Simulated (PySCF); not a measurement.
`InChI=1S/C7H11N/c1-2-8-5-7(8)6-3-4-6/h2,6-7H,1,3-5H2/t7-,8?/m0/s1`

Geometry:
| atom | x (Å) | y (Å) | z (Å) |
| --- | --- | --- | --- |
| C1 | 2.879 | 0.718 | -0.676 |
| C2 | 1.804 | 0.005 | -0.987 |
| N3 | 1.201 | -0.924 | -0.159 |
| C4 | 0.957 | -0.727 | 1.241 |
| C5 | -0.169 | -0.874 | 0.279 |
| C6 | -1.027 | 0.302 | -0.053 |
| C7 | -2.124 | 0.156 | -1.068 |
| C8 | -2.464 | 0.314 | 0.382 |
| H9 | 3.324 | 0.671 | 0.303 |
| H10 | 3.360 | 1.347 | -1.400 |
| H11 | 1.367 | 0.039 | -1.978 |
| H12 | 1.142 | 0.256 | 1.661 |
| H13 | 1.226 | -1.552 | 1.887 |
| H14 | -0.681 | -1.832 | 0.236 |
| H15 | -0.491 | 1.244 | -0.033 |
| H16 | -2.266 | -0.814 | -1.519 |
| H17 | -2.318 | 0.980 | -1.736 |
| H18 | -2.837 | -0.547 | 0.915 |
| H19 | -2.892 | 1.247 | 0.712 |

The calculation used GIAO BP86/MINI magnetisability, rotational g tensor and spin-rotation constants, non-relativistic, gas phase in PySCF 2.14.0. Geometry: GFN2-xTB.

(1) Give the nuclear spin-rotation constants along the inertial axes (H = +C I·J) beside the isotropic shieldings.

Answers

(1) Rotational constants 4.3311, 1.2802, 1.1240 GHz. A star marks the isotopologue with that one atom substituted, in its own axes.
```tsv
atom	isotope	Caa (kHz)	Cbb (kHz)	Ccc (kHz)	mean (kHz)	σ (ppm)
N3	14N	0.216	0.058	0.027	0.100	230.0
H9	1H	-0.453	-0.002	-0.103	-0.186	26.3
H10	1H	-0.383	0.033	-0.145	-0.165	25.9
H11	1H	-0.441	0.018	-0.088	-0.170	24.1
H12	1H	-0.588	-0.167	0.013	-0.247	28.9
H13	1H	-0.521	0.003	-0.137	-0.218	28.1
H14	1H	-0.396	-0.141	-0.057	-0.198	28.9
H15	1H	-0.426	-0.144	-0.073	-0.214	30.3
H16	1H	-0.590	-0.169	-0.001	-0.253	29.9
H17	1H	-0.569	-0.011	-0.139	-0.240	29.6
H18	1H	-0.490	-0.049	-0.132	-0.224	29.9
H19	1H	-0.453	-0.162	-0.037	-0.217	29.6
C1	13C*	0.692	0.343	0.141	0.392	134.4
C2	13C*	0.847	0.423	0.180	0.483	104.8
C4	13C*	0.509	0.134	0.093	0.245	188.3
C5	13C*	0.668	0.117	0.071	0.285	187.3
C6	13C*	0.596	0.053	0.036	0.228	209.5
C7	13C*	0.284	0.105	0.063	0.151	210.9
C8	13C*	0.410	0.077	0.047	0.178	212.6
```
For the geometry as given, no vibrational averaging.
